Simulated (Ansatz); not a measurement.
Input file for Ansatz (an electronic-structure program): R-PBE/cc-pVTZ on C2H5B (SMILES BC=C), a point of a bond scan (R = 1.194 Å).

Ansatz 0.2 input:
```yaml
crystal:
  periodic: [false, false, false]
  atoms:
    - {symbol: B, position_ang: [-0.19234175, 0.13481091, 1.34229151]}
    - {symbol: H, position_ang: [-0.50441493, 1.28521043, 1.41149558]}
    - {symbol: H, position_ang: [-0.13703202, -0.51541306, 2.34021942]}
    - {symbol: C, position_ang: [0.12716890, -0.46653708, -0.03328683]}
    - {symbol: C, position_ang: [0.06087359, 0.27672265, -1.14769155]}
    - {symbol: H, position_ang: [0.41541955, -1.50959045, -0.14140796]}
    - {symbol: H, position_ang: [0.28056560, -0.11861991, -2.13457537]}
    - {symbol: H, position_ang: [-0.22108437, 1.32324500, -1.10131893]}
basis:
  gaussian:
    orbitals: cc-pVTZ
    pivot_positions_ang: [[-0.19234175, 0.13481091, 1.34229151], [-0.50441493, 1.28521043, 1.41149558], [-0.13703202, -0.51541306, 2.34021942], [0.12716890, -0.46653708, -0.03328683], [0.06087359, 0.27672265, -1.14769155], [0.41541955, -1.50959045, -0.14140796], [0.28056560, -0.11861991, -2.13457537], [-0.22108437, 1.32324500, -1.10131893]]
hamiltonian:
  xc: {name: PBE}
scf: {lower_state_search: off}
output: {orbitals: {seedname: ./end}}
```

Output:

```
WARN ansatz: RAYON_NUM_THREADS=1 ignored (pool sized by the plan → 1); use --threads N
Functional definition: PBE
these checks for a lower state are left out or cut short: stability, starts, cluster_reference, orbital_swaps, neighbouring_geometries, increment
integrals: 0.05 GiB planned
840 factors; their error is unknown
mean field: 0.49 GiB planned
mean field evaluation 1: about -2819.3724 eV, gradient 5.5e1 eV
mean field evaluation 2: about -2809.4456 eV, gradient 7.9e1 eV
mean field evaluation 4: about -2826.8497 eV, gradient 8.8e0 eV
mean field evaluation 8: about -2827.0696 eV, gradient 3.3e-1 eV
mean field evaluation 16: about -2827.0697 eV, gradient 1.6e-6 eV
mean field -2827.06974717 eV, -103.8928969519 hartree, gradient 1.9e-6 eV, S^2 0.000000; 0 other end points of the search recorded, 0 dependent functions left out
reference -2827.06978297 eV, -103.8928982675 hartree; 11, 11 occupied and 149, 149 virtual orbitals, 840 factors
Total energy: -2827.06978297 eV, -103.8928982675 hartree
Checks for a lower state left out: stability, starts, cluster_reference, orbital_swaps, neighbouring_geometries, increment
```

The calculation finished and met its thresholds.

Cost: roughly 1.3 core-seconds.
